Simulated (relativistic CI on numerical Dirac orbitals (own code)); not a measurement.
## What each ingredient does to the levels of Ba⁴⁷⁺

Base calculation: Dirac-Coulomb-Breit CI, orbitals from a KLI potential per configuration, QED by a radiative potential, unscaled Slater integrals.

Configuration list (outside the closed core 1s2): 2s²2p⁵, 2s2p⁶, 2p⁶3s, 2p⁶3p, 2p⁶3d, 2s²2p⁴3s, 2s²2p⁴3p, 2s²2p⁴3d, 2s2p⁵3s, 2s2p⁵3p, 2s2p⁵3d, 2s²2p⁴4s, 2s²2p⁴4p, 2s²2p⁴4d, 2s²2p⁴4f, 2s2p⁵4s, 2s2p⁵4p, 2s²2p³3s², 2s2p⁵4d, 2s2p⁵4f, 2s²2p³3s3p, 2s²2p⁴5s, 2s²2p⁴5p, 2s²2p⁴5d, 2s²2p⁴5f, 2s²2p⁴5g, 2s²2p³3s3d, 2s²2p³3p², 2s²2p³3p3d, 2s2p⁴3s², 2s²2p³3d², 2s2p⁴3s3p, 2s2p⁴3s3d, 2s2p⁴3p², 2s2p⁵5s, 2s2p⁵5p. Levels of other configurations are missing.

The lowest level and the first level of each name with at least 55 % of one term (blank where a level has no safe partner in the second run):

```csv
Level,Base (eV),Shift (eV)
2s²2p⁵ ²P°3/2,0.00,0.00
2s²2p⁵ ²P°1/2,394.18,0.00
2s2p⁶ ²S1/2,715.70,+0.27
2s²2p⁴3s ⁴P5/2,4677.42,+1.50
2s²2p⁴3s ²P3/2,4685.27,+1.50
2s²2p⁴3s ²S1/2,4720.72,+1.50
2s²2p⁴3p ²P°1/2,4808.52,+1.63
2s²2p⁴3p ⁴D°7/2,4876.46,+1.63
2s²2p⁴3d ⁴F9/2,5006.90,+1.26
2s²2p⁴3d ²D3/2,5019.47,+1.26
2s²2p⁴3s ⁴P3/2,5070.92,+1.50
2s²2p⁴3s ²P1/2,5077.41,+1.50
2s²2p⁴3s ²D5/2,5089.63,+1.50
2s²2p⁴3s ²D3/2,5092.79,+1.50
```

At this charge energies of transitions that change n are usually good to better than 1 %, and those within a shell (Δn = 0) to a few per cent.

(1) One thing was changed in a second run, which moved the levels as shown. Which?
A. Breit term removed
B. QED terms removed
C. configuration mixing switched off
D. P86 correlation estimate

Answers

(1) D. P86 correlation estimate. A correlation estimate moves all levels of a configuration together before mixing; mixed levels move by a weighted share.

LS names give the leading component of a level, which can be under half, so a name can repeat, a term be missing and a line seem to break the LS rules.
